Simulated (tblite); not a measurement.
C₈H₁₃Cl.
SMILES: `C[C@@H]1[C@H]2C[C@@H](C[C@H]1Cl)C2`

Level: GFN2-xTB in tblite, geometry and Hessian alike; calculated harmonic values, unscaled, isolated species. This tight-binding method is rough: wavenumbers can miss measured ones by several per cent, in bad cases by 10 to 20.

Harmonic wavenumbers (cm⁻¹): 83.0, 188.8, 205.3, 229.9, 312.8, 335.4, 359.7, 411.0, 449.0, 507.6, 541.8, 737.1, 834.3, 866.3, 880.9, 903.9, 925.9, 942.6, 987.8, 1002.5, 1017.3, 1035.6, 1065.1, 1070.7, 1087.7, 1102.0, 1126.2, 1139.0, 1157.2, 1185.5, 1203.0, 1230.4, 1233.2, 1250.5, 1255.0, 1280.6, 1293.4, 1301.7, 1317.4, 1334.4, 1344.5, 1412.2, 1477.8, 1488.1, 1498.5, 1499.9, 1503.4, 2930.0, 2942.8, 2969.3, 2972.2, 2974.2, 2986.2, 3002.5, 3010.7, 3016.6, 3024.7, 3029.8, 3037.1, 3042.1.

A = 2202, B = 1166, C = 904.6 MHz; mass 144.071 u (most abundant isotopes); point group C1, symmetry number 1.

Q: Zero-point energy?

A: ½Σν̃ = 42277 cm⁻¹ = 505.75 kJ/mol.

Q: Give the ideal-gas entropy at 350 K and 1 bar in the rigid-rotor, harmonic-oscillator model (classical rotation).

A: Translation 174.18, rotation 124.66, vibration 100.00: S = 398.8 J/(mol K).

Q: And Cp and H(350 K) − H(0)?

A: Cp = 174.41 J/(mol K), of which vibrations give 141.16 (their classical limit is 60 R = 498.9); H(350 K) − H(0) = 32.58 kJ/mol without the zero-point energy, 20.94 from vibrations.

Q: Blend soft modes into free rotors: weight 1/[1 + (100 cm⁻¹/ν̃)⁴] for the oscillator and the rest for a rotor with moment μB/(μ + B), μ = h/(8π²ν), B = 10⁻⁴⁴ kg m². What vibrational entropy results?

A: 97.34 J/(mol K) in place of 100.00, which changes −T·S at 350 K by +0.93 kJ/mol.

Q: What must be added to the electronic energy to get the Gibbs energy at 350 K and 1 bar?

A: ZPE + [H(350 K) − H(0)] − T·S = 505.75 + 32.58 − 139.59 = 398.74 kJ/mol.

Hindered rotation and anharmonicity are outside this model. The structure is chiral; the term R ln 2 for an equal mix with its mirror image is left out.

Time: 1.6 s. Hardware: Arm Neoverse N1, one thread, shared host. This covers the Hessian and the dipole derivatives.
